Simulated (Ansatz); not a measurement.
One geometry of K2Na6⁺, several levels of theory.

```yaml
crystal:
  periodic: [false, false, false]
  atoms:
    - {symbol: Na, position_ang: [-1.659407, -2.226497, -1.376606]}
    - {symbol: Na, position_ang: [-2.716488, 1.174304, -1.904900]}
    - {symbol: Na, position_ang: [2.569110, -2.110220, -1.603344]}
    - {symbol: Na, position_ang: [-0.186143, 3.531273, 0.251135]}
    - {symbol: Na, position_ang: [0.473326, 0.424302, -0.887745]}
    - {symbol: Na, position_ang: [0.760479, -2.341009, 1.417885]}
    - {symbol: K, position_ang: [-2.142404, 0.355840, 2.108920]}
    - {symbol: K, position_ang: [2.901518, 1.192007, 1.994665]}
basis:
  gaussian: {orbitals: def2-TZVP, initial_orbitals: start.molden}
total_charge: 1
magnetization: {spin_polarized: true, initial_magnetization: 1}
hamiltonian: {xc: pbe0}
scf: {omitted_lower_state_checks: [starts]}
output: {orbitals: {seedname: orbitals}}
```

The file start.molden holds the orbitals of an earlier run on this structure, at another level or in another basis.

```sh
$ ansatz run in.yaml --threads 4 --pin off --events-out ev --progress --plain --max-ram 8704MiB
```

It prints (some lines left out):

```
Functional definition: PBE0
2424 factors; their error is unknown
mean field evaluation 1: about -59116.7759 eV, gradient 6.8e1 eV
mean field evaluation 2: about -59118.3463 eV, gradient 2.0e0 eV
mean field evaluation 4: about -59118.7054 eV, gradient 1.2e-1 eV
mean field evaluation 8: about -59118.7055 eV, gradient 2.7e-5 eV
mean field -59118.70552733 eV, -2172.5723560314 hartree, gradient 2.7e-5 eV, S^2 0.783039; 0 other end points of the search recorded, 0 dependent functions left out
reference -59118.70558726 eV, -2172.5723582338 hartree; 52, 51 occupied and 206, 207 virtual orbitals, 2424 factors
Total energy: -59118.70558726 eV, -2172.5723582338 hartree
Checks for a lower state left out: starts
```

Run time 30 s (4 threads of Arm Neoverse V1 on a shared host), peak host memory 1.8 GiB.

As the first input, with `hamiltonian: {xc: {name: LC-wPBE}}` (abridged; 57 s):

```
Functional definition: LC-wPBE
mean field -59124.87271065 eV, -2172.7989958382 hartree, gradient 1.0e-5 eV, S^2 1.027645
Total energy: -59124.87271066 eV, -2172.7989958386 hartree
Checks for a lower state left out: starts
```

The first input with `correlation: {method: mp2}` and without the key `hamiltonian` (abridged; 31 s):

```
Functional definition: HF
mean field -59031.03923946 eV, -2169.3506793748 hartree, gradient 6.3e-6 eV, S^2 1.813522
16 core orbitals not correlated: weight in the atoms' cores, before any rotation towards them, 1.000 or more for the frozen orbitals, at most 0.000 for the correlated occupied ones
second order -37.28963627 eV of doubles, -0.00000000 eV of singles
Total energy: -59068.32887573 eV, -2170.7210482318 hartree
Checks for a lower state left out: starts
```

First input, but with `hamiltonian: {xc: hse06}` (abridged; 29 s):

```
Functional definition: HSE06
mean field -59117.47274774 eV, -2172.5270522173 hartree, gradient 2.1e-5 eV, S^2 0.778922
Total energy: -59117.47282704 eV, -2172.5270551315 hartree
Checks for a lower state left out: starts
```

The first input with `hamiltonian: {xc: pbe}`, `correlation: {method: rpa}` and without the key `output` (abridged; 27 s):

```
Functional definition: PBE
mean field -59113.89361423 eV, -2172.3955214868 hartree, gradient 9.3e-6 eV, S^2 0.767938
16 core orbitals not correlated: weight in the atoms' cores, before any rotation towards them, 1.000 or more for the frozen orbitals, at most 0.000 for the correlated occupied ones
Total energy: -59088.24959077 eV, -2171.4531210068 hartree
Checks for a lower state left out: starts
```

As the first input, with `gaussian: {orbitals: def2-SVP, initial_orbitals: start.molden}`, `hamiltonian: {xc: pbe}` (abridged; 9.5 s):

```
Functional definition: PBE
mean field -59099.91407451 eV, -2171.8817828777 hartree, gradient 2.2e-5 eV, S^2 0.766008
Total energy: -59099.91414615 eV, -2171.8817855105 hartree
Checks for a lower state left out: starts
```

As the first input, with `gaussian: {orbitals: def2-SVP, initial_orbitals: start.molden}` (abridged; 16 s):

```
Functional definition: PBE0
mean field -59104.88481377 eV, -2172.0644541761 hartree, gradient 3.2e-5 eV, S^2 0.779574
Total energy: -59104.88486207 eV, -2172.0644559512 hartree
Checks for a lower state left out: starts
```

Geometry: PBE0/def2-SVP.

LC-ωPBE has ω = 0.4 bohr⁻¹. HSE06 is defined as in plane-wave codes, on full-range PBE exchange. Correlated methods freeze 16 core orbitals; core or outer-core shells of Na, K are correlated, in sets that lack core-valence functions. At LC-ωPBE/def2-TZVP, MP2/def2-TZVP the charge 1 doublet is spin-contaminated (final ⟨S²⟩ up to 1.81, 0.75 for a pure state). Another isomer (doublet) lies 0.07 eV lower at PBE0/def2-TZVP; other spin states weren't run for this one.
